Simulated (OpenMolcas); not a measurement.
V3+ among 5 point charges of -1.5 e arranged as a trigonal bipyramid (D3h), 1.83 Å from the ion, with the axial distance 2.050 Å.

```
Program             : OpenMolcas
Method              : SS-CASPT2, IPEA 0.25 Eh, imaginary shift 0.1 Eh (closed shells correlated: 3s 3p)
Basis               : ANO-RCC-VTZP [6s5p3d2f1g]
Scalar Hamiltonian  : DKH2, point nucleus
Active space        : 2 electrons in 5 orbitals (3d)
State averaging     : 2S+1 = 3 even, 10 roots; 2S+1 = 1 even, 15 roots
Spin-orbit coupling : RASSI with atomic mean-field integrals over the reference wave functions
```

Q: What is the spin-free ground state (labels of D3, the rotations of D3h)?

A: 3A2, 1-fold in its orbital part, 99 % from free-ion F terms; it has the highest spin that d2 allows.

Q: Where is the first state of the same spin?

A: 3A1 at 948 cm-1 above the ground state.

Q: What are the lowest two levels with spin-orbit coupling?

A: A 1-fold level A1, then a 2-fold level E 44 cm-1 above it. Their leading multiplicities are 3 (100 %) and 3 (100 %).

Q: What is χT at 300 K, and how does it compare with the textbook value?

A: The lowest level has 2S+1 = 3, for which the spin-only value is χT = S(S+1) / 2 = 1.000 cm3 K/mol (g = 2). The computed 0.908 at 300 K differs by -0.092, through orbital momentum, spin-orbit coupling and any other state in reach.

Roots that are degenerate in the reference are averaged as groups; the widest CASPT2 spread within a group is 110 cm-1 (the 2-fold group of multiplicity 3 near 5730 cm-1 above the lowest state of its run). Shifts and gaps below about the spread of the groups concerned are not significant. Free-ion shares, where given, are those of the reference states; single-state CASPT2 does not remix them. Point charges carry no covalency, so the field is a model and not that of real ligands. No measured value stands beside these numbers.
